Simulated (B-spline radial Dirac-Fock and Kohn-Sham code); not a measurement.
The K (1s) hole of indium ions: width and yield against charge

Level of theory: a relativistic independent-particle model: LDA orbitals of the hole state, radiative multipoles to third order, Auger rates from the Coulomb interaction with a continuum orbital, Dirac-Fock energies; a B-spline atomic structure program. Tabulated ground configurations, configuration averages; single configurations, so decays that open only by mixing (as 1s 2s² with 1s 2p² in Be-like ions) are missing and such tiny yields are far too low.

| ion | configuration | radiative (eV) | non-radiative (eV) | yield |
| --- | --- | --- | --- | --- |
| In | [Kr] 4d10 5s2 5p1 | 6.55 | 1.15 | 0.850 |
| In⁺ | [Kr] 4d10 5s2 | 6.55 | 1.15 | 0.850 |
| In²⁺ | [Kr] 4d10 5s1 | 6.55 | 1.15 | 0.850 |
| In³⁺ | [Kr] 4d10 | 6.55 | 1.15 | 0.851 |
| In⁴⁺ | [Kr] 4d9 | 6.55 | 1.15 | 0.851 |
| In⁵⁺ | [Kr] 4d8 | 6.56 | 1.15 | 0.850 |
| In⁶⁺ | [Kr] 4d7 | 6.56 | 1.15 | 0.850 |
| In⁷⁺ | [Kr] 4d6 | 6.57 | 1.16 | 0.850 |

Values without a named source are computed, but for edge energies of neutral atoms, which are taken from tables.
